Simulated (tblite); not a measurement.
Species: C6H10NOPSi.
Structure used (GFN2-xTB), in Å, numbered top down from 1:
```
atom  x, y, z in Å
O1    -0.775    2.006    0.990
P2    -0.601    0.561    0.841
C3    -1.933   -0.280   -0.055
Si4   -3.537   -0.057    0.952
C5     0.961    0.094    0.047
C6     1.737    1.088   -0.535
C7     2.922    0.730   -1.156
C8     3.275   -0.612   -1.165
N9     2.542   -1.564   -0.609
C10    1.415   -1.219   -0.018
H11   -0.532   -0.129    2.056
H12   -1.680   -1.327   -0.204
H13   -2.010    0.200   -1.032
H14   -4.582   -0.785    0.228
H15   -3.327   -0.660    2.272
H16   -3.874    1.356    1.068
H17    1.401    2.114   -0.484
H18    3.555    1.470   -1.620
H19    4.189   -0.949   -1.637
H20    0.849   -2.027    0.432
```

Computed values, GFN2-xTB/tblite, gas phase, harmonic and unscaled. Errors from tens to a few hundred cm⁻¹ against measured bands are possible. Modes of hydrogen on phosphorus and silicon can be 10 to 20 % off. One conformer, not necessarily the lowest.

Harmonic wavenumbers (cm⁻¹): 38.3, 49.2, 68.6, 101.0, 146.9, 155.0, 212.2, 297.3, 339.5, 354.7, 419.3, 459.6, 503.1, 542.7, 595.8, 684.4, 703.9, 710.5, 723.3, 761.3, 768.8, 773.7, 778.7, 806.7, 886.5, 902.3, 919.5, 930.0, 933.0, 1000.4, 1010.6, 1087.7, 1110.1, 1126.5, 1143.8, 1190.6, 1252.7, 1280.5, 1285.3, 1390.9, 1406.0, 1430.4, 1563.1, 1568.3, 2240.1, 2255.2, 2266.6, 2329.3, 2960.4, 2996.9, 3040.6, 3061.3, 3069.2, 3094.5.

A = 2599, B = 496.5, C = 440.6 MHz; mass 171.027 u (most abundant isotopes); point group C1, symmetry number 1.

Question: Zero-point energy?

Answer: ½Σν̃ = 30863 cm⁻¹ = 88.24 kcal/mol.

Question: Entropy at 350 K, 1 bar (ideal gas, RRHO, classical rotation)?

Answer: Translation 42.14, rotation 31.19, vibration 42.27: S = 115.6 cal/(mol K).

Question: And Cp and H(350 K) − H(0)?

Answer: Cp = 50.82 cal/(mol K), of which vibrations give 42.87 (their classical limit is 54 R = 107.3); H(350 K) − H(0) = 10.31 kcal/mol without the zero-point energy, 7.52 from vibrations.

Question: How do the functions run with temperature in this model?

Answer: 
| T (K) | S (cal/(mol K)) | Cp (cal/(mol K)) | H − H(0) (kcal/mol) | G − H(0) (kcal/mol) | ln q(vib) |
| --- | --- | --- | --- | --- | --- |
| 150 | 84.5 | 26.0 | 2.62 | -10.06 | 4.23 |
| 250 | 100.7 | 38.4 | 5.83 | -19.33 | 7.36 |
| 298.15 | 108.0 | 44.6 | 7.83 | -24.36 | 8.85 |
| 400 | 122.8 | 56.3 | 12.99 | -36.11 | 12.00 |
| 600 | 149.0 | 73.0 | 26.05 | -63.36 | 18.08 |
| 900 | 181.7 | 87.9 | 50.41 | -113.15 | 26.58 |

q(vib) and H(0) count from the zero-point level.

Question: Which modes carry the vibrational entropy at 350 K?

Answer: 38.3 cm⁻¹: 5.66; 49.2 cm⁻¹: 5.17; 68.6 cm⁻¹: 4.51; 101.0 cm⁻¹: 3.75; 146.9 cm⁻¹: 3.02; 155.0 cm⁻¹: 2.92 cal/(mol K); the other 48 give 17.25 together.

Question: What must be added to the electronic energy to get the Gibbs energy at 350 K and 1 bar?

Answer: ZPE + [H(350 K) − H(0)] − T·S = 88.24 + 10.31 − 40.46 = 58.09 kcal/mol.

Hindered rotation and anharmonicity are outside this model. Other conformers, if any are populated, would add a mixing term that is left out. The structure is chiral; the term R ln 2 for an equal mix with its mirror image is left out.
